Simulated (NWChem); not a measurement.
# SiH3OF; SMILES F[SiH2]O

```xyz
6

Si    -0.4548     0.0188     0.0010
O      0.4607    -1.3526    -0.0714
F      0.4705     1.3390    -0.0219
H     -1.2987     0.0012    -1.2099
H     -1.2440     0.0821     1.2577
H      0.9899    -1.5765     0.7066
```
Atoms are numbered in this order, from 1.

All runs: NWChem. Structure relaxed at the B3LYP/6-31G* (spherical d) level. Vertical excitations in the gas phase.

Task: What does the run give for LDA (Slater exchange, VWN5)/def2-SVP, TDA? Quantities: lowest excitation, singlet (eV); oscillator strength of that lowest state; lowest triplet (eV); orbital gap (eV).

Result: 
* **lowest excitation, singlet (eV)**: 7.72
* **oscillator strength of that lowest state**: 0.003
* **lowest triplet (eV)**: 7.37
* **orbital gap (eV)**: 7.54
